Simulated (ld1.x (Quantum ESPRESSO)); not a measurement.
## Ranking TM potentials for magnesium

All share these settings but for the change named:

```
Element                 : magnesium (Mg)
Generator               : ld1.x (Quantum ESPRESSO) 7.5
Type                    : norm-conserving Troullier–Martins (Kleinman–Bylander form)
Functional              : PW91
Relativity              : non-relativistic
Frozen core             : [He]
Valence charge          : 10
Reference configuration : 2s2 2p6 3s1.5 3p0 (charge +0.5)
Partial waves           : 2p (bound): rc 0.75 bohr; 2s (bound): rc 0.90 bohr
Local potential         : the s channel
Core correction         : none
```

Occupied shells without a wave of their own: 3s. They enter only through the test configuration that unscreens the potential.

Cutoff: the first of the cutoffs (Ry, on a coarse ladder) from which the occupation-weighted sum of valence levels, in a spherical-Bessel basis at the reference potential, stays within 10 and 1 mRy of its value at 400 Ry; the density cutoff is not measured.

The base gives 230 Ry.

Of 11 variants that were run, those that failed, showed a ghost or another fault, or gave nearly equal values are left out.

A variant can come out equal or close to the base.

(1) Rank these variants from softest to hardest (loose cutoff).
A. wave 2s (bound): rc 0.90 bohr becomes 2s (bound): rc 0.70 bohr
B. scalar-relativistic
C. reference 2s2 2p6 3s2 3p0

Results:

(1) C (230 Ry), B (260 Ry), A (300 Ry).
